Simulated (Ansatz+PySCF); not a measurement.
A calculation with PySCF 2.14.0.

```python
from pyscf import gto, scf

mol = gto.M(atom="""
Cu 0.000000 0.000000 -1.205440
Cu 0.000000 0.000000 1.205440
""", basis='def2-svp', charge=0, spin=0)
mf = scf.RHF(mol)
mf.init_guess = 'minao'
mf.kernel()
while True:  # follow internal instabilities
    mo, _, stable, _ = mf.stability(return_status=True)
    if stable: break
    mf.kernel(mf.make_rdm1(mo, mf.mo_occ))
print(mf.converged, mf.e_tot, mf.spin_square()[0])
```

The script is written out from the run's settings.

The run gave:

* Converged: yes
* Total energy: -3277.39877 hartree
* Spin squared of the determinant: 0.000
